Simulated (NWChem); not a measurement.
Species: C2H4BF2N; SMILES NB(F)/C=C\F

```xyz
10

N     -1.4063     0.7260     0.0000
B     -0.0211     0.9352     0.0000
F      0.4390     2.2055     0.0000
C      1.0305    -0.2203     0.0000
C      0.7674    -1.5249     0.0000
F     -0.4987    -2.0132     0.0000
H     -2.0689     1.4886     0.0000
H     -1.8088    -0.1986     0.0000
H      2.0896     0.0315     0.0000
H      1.4878    -2.3385     0.0000
```
Atoms are numbered in this order, from 1.

Results from NWChem. Medium grid unless said otherwise, to which SCAN and Minnesota functionals are sensitive. All runs use the structure optimised with B3LYP/6-31G* (spherical d). Total energies of different functionals are on different scales.

| level | energy (Ha) | highest occupied level (eV) | orbital gap (eV) | dipole (D) |
|---|---|---|---|---|
| PBE/def2-SVP | -357.3345 | … | 4.69 | 1.40 |
| B3LYP/def2-SVP | -357.7363 | -7.23 | 6.47 | 1.36 |
| M06-2X/def2-SVP | -357.5942 | -8.82 | 9.19 | 1.34 |
| PBE0/def2-SVP | -357.3512 | -7.52 | 6.94 | 1.38 |
| PW6B95/def2-SVP | -358.1411 | -7.62 | 7.10 | 1.36 |
| BLYP/def2-SVP | -357.6466 | -5.96 | 4.67 | 1.38 |

Task: Some entries are withheld; supply them.

Result: 
- PBE/def2-SVP, highest occupied level (eV): -6.15
